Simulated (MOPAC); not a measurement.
Job for MOPAC: PM6 on FGaH2 (SMILES [F][GaH2]), a point of a bond scan (R = 2.723 Å).

```
PM6 1SCF PRECISE CHARGE=0 THREADS=1
FGaH2

Ga    -0.15314797 1    -0.29827289 1     0.09911006 1
H      1.20645774 1    -1.62750441 1     2.04879206 1
H     -1.47626948 1    -0.60250567 1    -0.66151679 1
F      0.62223187 1     1.21186655 1    -0.40267879 1
```

It printed:

```
*******************************************************************************
 **                                                                           **
 **                              MOPAC v23.2.5                                **
 **                                                                           **
 *******************************************************************************
 ** MOPAC's Digital Object Identifier: https://doi.org/10.5281/zenodo.6511958 **
 **                                                                           **
 ** Please cite the open-source release paper for use of this MOPAC version:  **
 ** J. E. Moussa and J. J. P. Stewart (2026)                                  **
 ** MOPAC: An open-source semiempirical molecular orbital program             **
 ** J. Open Source Softw., 11(119), 8025, https://doi.org/10.21105/joss.08025 **
 *******************************************************************************

                              PM6 CALCULATION RESULTS

 *******************************************************************************
 *  PM6        - The PM6 Hamiltonian to be used
 *
 *
 *
 *                 CHARGE ON SYSTEM = 0
 *
 *
 *
 *  PRECISE    - TIGHTER CRITERIA TO BE USED
 *  1SCF       - DO 1 SCF AND THEN STOP
 *  THREADS=1  - MULTI-THREADING NOT USED
 *  T=         - A TIME OF 172800.0 SECONDS REQUESTED
 *  DUMP=N     - RESTART FILE WRITTEN EVERY 7200.0 SECONDS REQUESTED
 *******************************************************************************
PM6 1SCF PRECISE CHARGE=0 THREADS=1
 FGaH2

   ATOM   CHEMICAL          X               Y               Z
  NUMBER   SYMBOL      (ANGSTROMS)     (ANGSTROMS)     (ANGSTROMS)

     1      Ga         -0.15314797  *  -0.29827289  *   0.09911006  *
     2       H          1.20645774  *  -1.62750441  *   2.04879206  *
     3       H         -1.47626948  *  -0.60250567  *  -0.66151679  *
     4       F          0.62223187  *   1.21186655  *  -0.40267879  *



          CARTESIAN COORDINATES

    NO.       ATOM           X           Y           Z

     1        Ga         -0.1531     -0.2983      0.0991
     2         H          1.2065     -1.6275      2.0488
     3         H         -1.4763     -0.6025     -0.6615
     4         F          0.6222      1.2119     -0.4027

 General Reference for PM6:
 "Optimization of Parameters for Semiempirical Methods V: Modification of NDDO Approximations
 and Application to 70 Elements", J. J. P. Stewart, J. Mol. Mod., 13, 1173-1213 (2007)
 URL: https://link.springer.com/article/10.1007/s00894-007-0233-4

           Empirical Formula: H2 Ga F  =     4 atoms



      MOLECULAR POINT GROUP   :   Cs


      RHF CALCULATION, NO. OF DOUBLY OCCUPIED LEVELS = 6


 -------------------------------------------------------------------------------
 PM6 1SCF PRECISE CHARGE=0 THREADS=1
 FGaH2



     1SCF WAS SPECIFIED, SO BFGS WAS NOT USED
     SCF FIELD WAS ACHIEVED


                              PM6 CALCULATION
                                                       MOPAC v23.2.5 Linux




          FINAL HEAT OF FORMATION =         47.21932 KCAL/MOL =     197.56565 KJ/MOL


          COSMO AREA              =         85.72 SQUARE ANGSTROMS
          COSMO VOLUME            =         64.54 CUBIC ANGSTROMS

          IONIZATION POTENTIAL    =          9.028997 EV
          HOMO LUMO ENERGIES (EV) =         -9.029 -1.750
          NO. OF FILLED LEVELS    =          6
          MOLECULAR WEIGHT        =         90.7492         POINT GROUP:  Cs

          MOLECULAR DIMENSIONS (Angstroms)

            Atom       Atom       Distance
            H     3    H     2     3.94885
            F     4    H     2     2.54567
           Ga     1    H     3     0.00000


          SCF CALCULATIONS        =          1





   ATOM   CHEMICAL          X               Y               Z
  NUMBER   SYMBOL      (ANGSTROMS)     (ANGSTROMS)     (ANGSTROMS)

     1      Ga         -0.15314797  *  -0.29827289  *   0.09911006  *
     2       H          1.20645774  *  -1.62750441  *   2.04879206  *
     3       H         -1.47626948  *  -0.60250567  *  -0.66151679  *
     4       F          0.62223187  *   1.21186655  *  -0.40267879  *

                             CARTESIAN COORDINATES

   1   Ga       -0.153147970    -0.298272890     0.099110060
   2    H        1.206457740    -1.627504410     2.048792060
   3    H       -1.476269480    -0.602505670    -0.661516790
   4    F        0.622231870     1.211866550    -0.402678790


           Empirical Formula: H2 Ga F  =     4 atoms



      MOLECULAR POINT GROUP   :   Cs


                  EIGENVALUES
 -38.57816 -17.12236 -14.53533 -14.22820 -12.77289  -9.02900  -1.75041  -0.19950
   2.04906   3.92044


              NET ATOMIC CHARGES AND DIPOLE CONTRIBUTIONS

  ATOM NO.   TYPE          CHARGE      No. of ELECS.   s-Pop       p-Pop
    1         Ga          -0.022424        3.0224     1.47739     1.54504
    2          H           0.242624        0.7574     0.75738
    3          H           0.133549        0.8665     0.86645
    4          F          -0.353749        7.3537     1.96546     5.38829
 DIPOLE           X         Y         Z       TOTAL
 POINT-CHG.    -0.582    -4.310     2.637     5.086
 HYBRID         0.065     0.966    -0.640     1.161
 SUM           -0.517    -3.344     1.997     3.929


          ATOMIC ORBITAL ELECTRON POPULATIONS

     Atom    s        px        py        pz
    1 Ga   1.47739   0.63137   0.43789   0.47578
    2  H   0.75738
    3  H   0.86645
    4  F   1.96546   1.88115   1.59227   1.91486

 **********************
 *                    *
 * JOB ENDED NORMALLY *
 *                    *
 **********************




 == MOPAC DONE ==
```

The run finished.

Cost: roughly 0.020 core-seconds.
